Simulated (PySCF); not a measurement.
**Magnetisability and related constants of `C1=PC=NN1CCCC`, C6H11N2P**

Theory: common gauge origin X3LYP/pcSseg-0 magnetisability, rotational g tensor and spin-rotation constants, non-relativistic, gas phase (PySCF). Geometry: GFN2-xTB.

Input:
```
{"job": {"kind": "mag", "xc": "X3LYP", "basis": "pcSseg-0", "gauge": [0, 0, 0]}, "charge": 0, "multiplicity": 1}
C     -2.667505     0.834243     0.443046
C     -1.369890     0.044846     0.557479
C     -0.876259    -0.415097    -0.811787
C      0.422036    -1.221510    -0.718079
N      1.511786    -0.420901    -0.220198
C      2.178528     0.496574    -0.940706
P      3.379926     1.310712    -0.014024
C      2.842839     0.295496     1.317041
N      1.873954    -0.537011     1.040765
H     -3.445540     0.227294    -0.015455
H     -3.011762     1.147976     1.425125
H     -2.522034     1.721959    -0.168918
H     -0.606920     0.665827     1.030549
H     -1.525458    -0.827701     1.194923
H     -0.715511     0.455959    -1.451417
H     -1.635608    -1.041652    -1.283212
H      0.296848    -2.053421    -0.021950
H      0.692742    -1.612045    -1.703598
H      1.929095     0.634339    -1.977543
H      3.243586     0.304792     2.314924
```
Coordinates are in Å.

Command: `OMP_NUM_THREADS=1 python excited_run.py task.json out`

Q: Show the output.

A: Atoms count from 0.
```
coarse grid: 17088 points
cycle   1  E = -684.6703374517  dE =  1.297e+00  |g| = 4.259e-01  |ddm| = 4.694e+00
cycle   2  E = -684.6184949749  dE =  5.184e-02  |g| = 6.655e-01  |ddm| = 1.537e+00
cycle   3  E = -684.7157395024  dE = -9.724e-02  |g| = 1.085e-01  |ddm| = 8.368e-01
cycle   4  E = -684.7181912234  dE = -2.452e-03  |g| = 4.826e-02  |ddm| = 1.957e-01
cycle   5  E = -684.7188326058  dE = -6.414e-04  |g| = 1.152e-02  |ddm| = 9.019e-02
cycle   6  E = -684.7188648944  dE = -3.229e-05  |g| = 2.325e-03  |ddm| = 1.582e-02
cycle   7  E = -684.7188661337  dE = -1.239e-06  |g| = 7.267e-04  |ddm| = 4.158e-03
final grid: 160256 points
cycle   8  E = -684.7222992944  dE = -2.170e-05  |g| = 4.508e-03  |ddm| = 2.431e-02
cycle   9  E = -684.7222958517  dE =  3.443e-06  |g| = 5.713e-03  |ddm| = 1.198e-02
cycle  10  E = -684.7223040519  dE = -8.200e-06  |g| = 1.253e-03  |ddm| = 8.653e-03
cycle  11  E = -684.7223044864  dE = -4.345e-07  |g| = 1.930e-04  |ddm| = 2.049e-03
cycle  12  E = -684.7223044944  dE = -8.002e-09  |g| = 7.132e-05  |ddm| = 3.476e-04
cycle  13  E = -684.7223044955  dE = -1.114e-09  |g| = 3.133e-05  |ddm| = 1.233e-04
cycle  14  E = -684.7223044958  dE = -2.424e-10  |g| = 5.847e-06  |ddm| = 3.746e-05
converged SCF energy = -684.7223044958

Magnetisability tensor (1e-30 J/T^2)
    -5786.12     1859.43      293.60
     1859.43   -16687.41      391.61
      293.60      391.61   -17178.77
isotropic -13217.43   principal values  -17444.37 -16740.94  -5466.99
isotropic susceptibility -795.972 1e-6 cm^3/mol

Inertial axes            a          b          c
rot. const./GHz      2.8456     0.7388     0.7144
chi total          -329.532  -1008.174  -1050.212
chi diamagnetic    -565.158  -1741.323  -1804.231
chi paramagnetic    235.626    733.150    754.020
quadrupole/D A       -3.352      4.809     -1.457
g nuclear            0.6058     0.5639     0.5676
g electronic        -0.3150    -0.2545    -0.2531
g total              0.2908     0.3094     0.3145

Spin-rotation constants (kHz, H = +C I.J)
atom  isotope        aa         bb         cc
  4    14N        0.327      0.023      0.039
  6    31P        5.694      1.573      1.986
  8    14N        0.624      0.106      0.101
  9     1H       -0.781      0.637      0.409
 10     1H        0.322      0.150      0.345
 11     1H        0.074     -0.185     -0.135
 12     1H       -0.371     -0.806     -0.808
 13     1H       -0.584     -0.091     -0.143
 14     1H       -0.528     -0.371     -0.437
 15     1H       -0.067      0.166      0.164
 16     1H       -0.054     -0.255     -0.164
 17     1H        0.572     -0.298     -0.045
 18     1H        0.355     -0.222     -0.283
 19     1H        0.558      0.160      0.232
  0    13C*       0.216      0.079      0.072
  1    13C*       0.120     -0.007     -0.044
  2    13C*       0.140      0.015     -0.003
  3    13C*       0.335      0.010      0.031
  5    13C*       0.693      0.039      0.215
  7    13C*       0.848      0.162      0.242
* in the singly substituted isotopologue
```

The gauge origin or the origin of the moments was moved on purpose, so origin-dependent values are not properties of the molecule.

It took 5.5 s wall time on 1 thread of an AMD EPYC 9R45 96-Core, shared host, peak memory 0.63 GiB.
